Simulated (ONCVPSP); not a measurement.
**PBEsol ONCV dataset for Pb, scalar-relativistic all-electron reference.**

The input file (ONCVPSP 4.0.1):

```
# ATOM AND REFERENCE CONFIGURATION
# atsym  z   nc   nv     iexc    psfile
  Pb 82.00   12    3  -116133      upf
#
#   n    l    f
    1    0    2.00
    2    0    2.00
    2    1    6.00
    3    0    2.00
    3    1    6.00
    3    2   10.00
    4    0    2.00
    4    1    6.00
    4    2   10.00
    4    3   14.00
    5    0    2.00
    5    1    6.00
    5    2   10.00
    6    0    2.00
    6    1    2.00
#
# PSEUDOPOTENTIAL AND OPTIMIZATION
# lmax
    2
#
#   l,   rc,      ep,       ncon, nbas, qcut
    0    2.00    0.00    3    7    3.30
    1    2.30    0.00    4    8    4.20
    2    2.00    0.00    4    9    6.70
#
# LOCAL POTENTIAL
# lloc, lpopt,  rc(5),   dvloc0
    4    4    1.80    0.00
#
# VANDERBILT-KLEINMAN-BYLANDER PROJECTORs
# l, nproj, debl
    0    1    0.70
    1    1    0.70
    2    2    2.70
#
# MODEL CORE CHARGE
# icmod, fcfact, rcfact
    3    1.75    1.55
#
# LOG DERIVATIVE ANALYSIS
# epsh1, epsh2, depsh
   -2.00    5.00    0.02
#
# OUTPUT GRID
# rlmax, drl
    6.00    0.01
#
# TEST CONFIGURATIONS
# ncnf
    4
# nvcnf
#   n    l    f
    3
    5    2   10.00
    6    0    2.00
    6    1    1.00
#
    3
    5    2   10.00
    6    0    2.00
    6    1    0.00
#
    3
    5    2   10.00
    6    0    1.00
    6    1    0.00
#
    3
    5    2   10.00
    6    0    0.00
    6    1    0.00
#
```

Command:

```bash
oncvpsp.x < Pb.dat > Pb.out
```

Resulting log (shortened: citation, most of the input echo, consistency checks and plot data are left out):

```
ONCVPSP  (Optimized Norm-Conservinng Vanderbilt PSeudopotential)
scalar-relativistic version 4.0.1

#   n    l    f        energy (Ha)
    1    0    2.00    -3.2379205E+03
    2    0    2.00    -5.7914536E+02
    2    1    6.00    -4.9673924E+02
    3    0    2.00    -1.3901794E+02
    3    1    6.00    -1.1539643E+02
    3    2   10.00    -9.1318287E+01
    4    0    2.00    -3.1460537E+01
    4    1    6.00    -2.3720614E+01
    4    2   10.00    -1.4769915E+01
    4    3   14.00    -4.8853617E+00
    5    0    2.00    -5.2988758E+00
    5    1    6.00    -3.1535426E+00
    5    2   10.00    -7.7766547E-01
    6    0    2.00    -4.4450995E-01
    6    1    2.00    -1.2923283E-01

Reference configufation results
  iterations    23
  all-electron total energy (Ha)   -2.08763193D+04

Begin loop to  construct optimized pseudo wave functions
and semi-local pseudopoentials for all angular momenta

Calculating optimized projector #   1

 for l=   0

    Fraction of norm inside rc  0.390515
    Optimizing pswf for qcut=   3.29 a_B^-1,  ecut=   5.42 Ha
    Residual kinetic energy error=  2.10D-03 Ha

    Energy error per electron        Cutoff
         Ha          eV             Ha
         0.01000     0.27211        4.10
         0.00100     0.02721        8.43
         0.00010     0.00272       31.78
         0.00001     0.00027       58.17

Calculating optimized projector #   1

 for l=   1

    Fraction of norm inside rc  0.214581
    Optimizing pswf for qcut=   4.19 a_B^-1,  ecut=   8.80 Ha
    Residual kinetic energy error=  5.79D-06 Ha

    Energy error per electron        Cutoff
         Ha          eV             Ha
         0.01000     0.27211        2.10
         0.00100     0.02721        5.35
         0.00010     0.00272        6.99
         0.00001     0.00027        8.94

   Wellstate for l =  2  n =  7
     eigenvalue =   1.9223
     asymptotic potential =   2.4223
     half-point radius =  3.7905

Calculating optimized projector #   1

 for l=   2

    Fraction of norm inside rc  0.905800
    Optimizing pswf for qcut=   6.71 a_B^-1,  ecut=  22.51 Ha
    Residual kinetic energy error=  5.21D-05 Ha

    Energy error per electron        Cutoff
         Ha          eV             Ha
         0.01000     0.27211       15.89
         0.00100     0.02721       18.99
         0.00010     0.00272       22.15
         0.00001     0.00027       56.26

Calculating optimized projector #   2

 for l=   2

    Fraction of norm inside rc  0.157722
    Optimizing pswf for qcut=   6.71 a_B^-1,  ecut=  22.51 Ha
    Residual kinetic energy error=  1.49D-04 Ha

    Energy error per electron        Cutoff
         Ha          eV             Ha
         0.01000     0.27211       16.15
         0.00100     0.02721       19.80
         0.00010     0.00272       23.83
         0.00001     0.00027       65.61

Construct Vanderbilt / Kleinmman-Bylander projectors

B matrix Hermiticity error, ll=   2
   1   2   -3.8268E-04

  Orthonormal projector coefficients -3.1242E+00 -7.6012E-01

Model core correction analysis
  based on d2Exc/dn_idn_j

d2excae - all-electron derivatives

   -1.902565D-02   -8.784501D-03   -3.403628D-03
   -8.783989D-03   -2.272548D-02   -1.698315D-02
   -3.403317D-03   -1.698113D-02   -2.324345D-02

d2excps - pseudofunction derivatives with no core correction

   -2.945878D-02   -1.091127D-02   -3.962672D-03
   -1.091080D-02   -2.316175D-02   -1.729736D-02
   -3.962389D-03   -1.729540D-02   -2.333113D-02

rms 2nd derivative error    3.634975E-03

rmatch, rhocmatch    1.0599    9.1047

Teter function model core charge with specified parameters

d2excps - pseudofunction derivatives with core correction

   -2.288578D-02   -9.875874D-03   -3.763195D-03
   -9.875369D-03   -2.273258D-02   -1.722388D-02
   -3.762898D-03   -1.722184D-02   -2.333557D-02

rms 2nd derivative error    1.401026E-03

Pseudoatom total energy  -59.952639

Diagnostic tests using Vanderbilt-Kleinman-Bylander pseudopotentials
  1 or more projectors used as specified by nproj input data

   l    rcore       rmatch      e in        delta e   norm test  slope test

   0   2.0103293   2.0713672  -0.4445099   0.0000433   1.0000136   1.0007597

   1   2.3068574   2.3768986  -0.1292328   0.0000004   1.0000025   0.9999948

   2   2.0103293   2.0713672  -0.7776655  -0.0000033   1.0001708   1.0001786
   2   2.0103293   2.0713672   1.9223345   0.0000390   1.0001715   1.0001715

 Testing for bound ghosts
   n   l    E NL Schr. Eq   E Basis Diag.   E Cutoff

   1   0       -0.444467       -0.442552     30.95

   2   1       -0.129232       -0.119676     41.37

   3   2       -0.777669       -0.777651    110.04

 Testing for highly-localized positive-energy ghosts
       l    <radius>/rc     E Basis Diag.   E Cutoff

Test configuration 0

   n   l     f        eae           eps        diff
   1   0  2.0000-3237.92051856
   2   0  2.0000 -579.14536252
   2   1  6.0000 -496.73924034
   3   0  2.0000 -139.01794427
   3   1  6.0000 -115.39643290
   3   2 10.0000  -91.31828667
   4   0  2.0000  -31.46053746
   4   1  6.0000  -23.72061399
   4   2 10.0000  -14.76991529
   4   3 14.0000   -4.88536166
   5   0  2.0000   -5.29887580
   5   1  6.0000   -3.15354261
   5   2 10.0000   -0.77766547   -0.77766873   -3.27D-06
   6   0  2.0000   -0.44450995   -0.44446669    4.33D-05
   6   1  2.0000   -0.12923283   -0.12923243    4.05D-07

    Total energies and differences
      AE_ref= -2.08763193D+04  AE_tst= -2.08763193D+04  dif=  0.00D+00
      PS_ref= -5.99526387D+01  PS_tst= -5.99526387D+01  dif= -4.41D-13
      PSP excitation error=  4.41D-13

Test configuration 1

   n   l     f        eae           eps        diff
   1   0  2.0000-3238.20599818
   2   0  2.0000 -579.42991502
   2   1  6.0000 -497.02387109
   3   0  2.0000 -139.30230560
   3   1  6.0000 -115.68080325
   3   2 10.0000  -91.60261352
   4   0  2.0000  -31.74481452
   4   1  6.0000  -24.00488215
   4   2 10.0000  -15.05415441
   4   3 14.0000   -5.16957149
   5   0  2.0000   -5.58287113
   5   1  6.0000   -3.43766760
   5   2 10.0000   -1.06069774   -1.05870884    1.99D-03
   6   0  2.0000   -0.70964069   -0.70921527    4.25D-04
   6   1  1.0000   -0.36297214   -0.36292787    4.43D-05

    Total energies and differences
      AE_ref= -2.08763193D+04  AE_tst= -2.08760768D+04  dif=  2.42D-01
      PS_ref= -5.99526387D+01  PS_tst= -5.97100740D+01  dif=  2.43D-01
      PSP excitation error= -7.62D-05

Test configuration 2

   n   l     f        eae           eps        diff
   1   0  2.0000-3238.54362045
   2   0  2.0000 -579.76558624
   2   1  6.0000 -497.35969527
   3   0  2.0000 -139.63753094
   3   1  6.0000 -116.01604461
   3   2 10.0000  -91.93777562
   4   0  2.0000  -32.07979254
   4   1  6.0000  -24.33982832
   4   2 10.0000  -15.38902736
   4   3 14.0000   -5.50436354
   5   0  2.0000   -5.91691426
   5   1  6.0000   -3.77172738
   5   2 10.0000   -1.39190417   -1.38727119    4.63D-03
   6   0  2.0000   -1.01145216   -1.01089885    5.53D-04

    Total energies and differences
      AE_ref= -2.08763193D+04  AE_tst= -2.08755826D+04  dif=  7.37D-01
      PS_ref= -5.99526387D+01  PS_tst= -5.92155681D+01  dif=  7.37D-01
      PSP excitation error= -4.04D-04

Test configuration 3

   n   l     f        eae           eps        diff
   1   0  2.0000-3238.98781602
   2   0  2.0000 -580.20552686
   2   1  6.0000 -497.79974378
   3   0  2.0000 -140.07729797
   3   1  6.0000 -116.45581383
   3   2 10.0000  -92.37733524
   4   0  2.0000  -32.51928962
   4   1  6.0000  -24.77920907
   4   2 10.0000  -15.82819353
   4   3 14.0000   -5.94334989
   5   0  2.0000   -6.35391899
   5   1  6.0000   -4.20782929
   5   2 10.0000   -1.81790673   -1.81163348    6.27D-03
   6   0  1.0000   -1.37959190   -1.37964731   -5.54D-05

    Total energies and differences
      AE_ref= -2.08763193D+04  AE_tst= -2.08743890D+04  dif=  1.93D+00
      PS_ref= -5.99526387D+01  PS_tst= -5.80219112D+01  dif=  1.93D+00
      PSP excitation error= -4.37D-04

Test configuration 4

psatom: WARNING lschvkbb convergence error n,l,iter=   2   1   4
ea(ii),et,emin,emax -1.403021E-01 -1.543323E-01 -1.543323E-01 -1.543323E-01
run_config: WARNING for fully non-local PS atom, stg. 1
 WARNING no output for configuration 5
```

The run took about 4.4 s on one core of a shared server CPU.
